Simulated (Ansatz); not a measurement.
The same path of C₂H₅B₂ClS (11 atoms, charge 0, multiplicity 1) was run twice with different band settings. Lost on the way: C3–H10. Made: B1–C3, S4–H10.

The calculation used RKS B3LYP-D4/cc-pVDZ (Ansatz).

Relaxed end points:

```xyz
11
Properties=species:S:1:pos:R:3
B -1.406 0.103 -0.629
C 0.050 -0.349 -0.387
C 0.479 -0.831 1.020
S 1.482 0.698 1.462
B 0.909 0.988 -0.219
Cl 1.233 2.330 -1.310
H -1.792 0.319 -1.750
H -2.144 0.313 0.303
H 0.462 -0.942 -1.222
H 1.135 -1.712 1.015
H -0.342 -0.972 1.736
```

```xyz
11
Properties=species:S:1:pos:R:3
B -1.392 0.063 -0.162
C 0.287 -0.406 -0.794
C -0.312 -0.820 0.542
S 0.637 0.430 1.568
B 0.987 0.810 -0.408
Cl 1.931 2.165 -0.978
H -2.201 -0.457 -0.887
H -1.573 1.192 0.235
H 0.190 -0.976 -1.716
H 1.836 -0.218 1.684
H -0.324 -1.840 0.937
```

Common settings: spring 5.0 eV/Å²; optimiser quadratic models (default); start path through a guess of the saddle point; force threshold 0.05 eV/Å; end points relaxed.

| run | movable images | climbing image | iteration limit |
| --- | --- | --- | --- |
| 1 | 9 | yes | 42 |
| 2 | 3 | no | 60 |

**Question.** What does each run give, and how far can it be trusted?

**Answer.** Run 1: converged after 16 iterations, highest image 3.148 eV above the first end. Neighbouring images differ by up to 1.3 eV, so the band resolves the path poorly. A vibrational analysis at the climbing image gives one clearly imaginary mode, 1148i cm⁻¹: a first-order saddle point.
Run 2: converged after 11 iterations, highest image 2.060 eV above the first end. Neighbouring images differ by up to 1.7 eV, so the band resolves the path poorly. No image climbed, so the highest image needn't sit at the top of the path. A band with more images between the same ends climbed to 3.15 eV, so this one has probably stepped over the top. So few images can step over the top or miss a turn of the path.
The orbitals stay closed-shell, which can raise the energy where a bond breaks towards radicals; this wasn't checked here.
